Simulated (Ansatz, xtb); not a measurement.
**Isomers of C3H8ClSi in order of energy**

10 gas-phase structures of C3H8ClSi, found in a search over its isomers (lower ones may exist). Each was relaxed with GFN2-xTB; where two conformers were screened, the lower at r2SCAN-D4/def2-SVP is listed:

A. `CCC[SiH]Cl`, a doublet
B. `[CH2]C[Si@H](C)Cl`, a doublet
C. `CC[CH][SiH2]Cl`, a doublet
D. `CC(C)[SiH]Cl`, a doublet
E. `C[CH][Si@H](C)Cl`, a doublet
F. `CC[Si](C)Cl`, a doublet
G. `C[CH]C[SiH2]Cl`, a doublet
H. `[CH2]CC[SiH2]Cl`, a doublet
I. `[CH2][C@@H](C)[SiH2]Cl`, a doublet
J. `C[C](C)[SiH2]Cl`, a doublet

Task: Make a reasoned guess at their ranking by r2SCAN-D4/def2-SVP single-point energy.

Result: Calculated order at r2SCAN-D4/def2-SVP: F (0.0), E (6.2), B (10.1), A (10.3), D (10.9), J (13.4), G (17.3), C (17.9), I (20.9), H (23.2) kcal/mol. Less than 1 kcal/mol parts B and A; A and D; G and C, so the order within those pairs means little.

Energies above the lowest of each column, in kcal/mol; the last columns are at B3LYP/6-31G* geometries and were run for some of them only (a dash: not run or not comparable):

```json
{"structure": "F", "GFN2-xTB": "5.6", "HF/STO-3G": "0.0", "r2SCAN-D4/def2-SVP": "0.0", "B3LYP/6-31G*": "0.0", "CCSD(T)/def2-SVP + ΔMP2/def2-TZVPP": "0.0"}
{"structure": "E", "GFN2-xTB": "13.2", "HF/STO-3G": "4.4", "r2SCAN-D4/def2-SVP": "6.2", "B3LYP/6-31G*": "6.0", "CCSD(T)/def2-SVP + ΔMP2/def2-TZVPP": "6.5"}
{"structure": "B", "GFN2-xTB": "20.2", "HF/STO-3G": "10.4", "r2SCAN-D4/def2-SVP": "10.1", "B3LYP/6-31G*": "11.1", "CCSD(T)/def2-SVP + ΔMP2/def2-TZVPP": "–"}
{"structure": "A", "GFN2-xTB": "0.0", "HF/STO-3G": "11.2", "r2SCAN-D4/def2-SVP": "10.3", "B3LYP/6-31G*": "9.4", "CCSD(T)/def2-SVP + ΔMP2/def2-TZVPP": "–"}
{"structure": "D", "GFN2-xTB": "0.4", "HF/STO-3G": "13.1", "r2SCAN-D4/def2-SVP": "10.9", "B3LYP/6-31G*": "–", "CCSD(T)/def2-SVP + ΔMP2/def2-TZVPP": "–"}
{"structure": "J", "GFN2-xTB": "2.7", "HF/STO-3G": "12.3", "r2SCAN-D4/def2-SVP": "13.4", "B3LYP/6-31G*": "–", "CCSD(T)/def2-SVP + ΔMP2/def2-TZVPP": "–"}
{"structure": "G", "GFN2-xTB": "9.0", "HF/STO-3G": "17.8", "r2SCAN-D4/def2-SVP": "17.3", "B3LYP/6-31G*": "–", "CCSD(T)/def2-SVP + ΔMP2/def2-TZVPP": "–"}
{"structure": "C", "GFN2-xTB": "8.2", "HF/STO-3G": "14.6", "r2SCAN-D4/def2-SVP": "17.9", "B3LYP/6-31G*": "–", "CCSD(T)/def2-SVP + ΔMP2/def2-TZVPP": "–"}
{"structure": "I", "GFN2-xTB": "13.8", "HF/STO-3G": "23.4", "r2SCAN-D4/def2-SVP": "20.9", "B3LYP/6-31G*": "–", "CCSD(T)/def2-SVP + ΔMP2/def2-TZVPP": "–"}
{"structure": "H", "GFN2-xTB": "17.4", "HF/STO-3G": "21.6", "r2SCAN-D4/def2-SVP": "23.2", "B3LYP/6-31G*": "–", "CCSD(T)/def2-SVP + ΔMP2/def2-TZVPP": "–"}
```

CCSD(T)/def2-SVP + ΔMP2/def2-TZVPP puts F lowest of those it was run on; GFN2-xTB picks A. Flexible structures stand in one conformer each, not always the lowest. Frequencies (B3LYP/6-31G*) were run for E, F alone. Open shells are spin-unrestricted. ΔMP2 is the change of the MP2 energy from the smaller to the larger basis.

Over these structures GFN2-xTB departs from r2SCAN-D4/def2-SVP by 6.9 kcal/mol on average once a common shift is removed. A GFN2-xTB relaxation took about 0.062 s and the r2SCAN-D4/def2-SVP energy about 4.2 s on a shared host (Ansatz 0.2.0, xtb 6.7.1 (Pople sets with spherical d functions)).
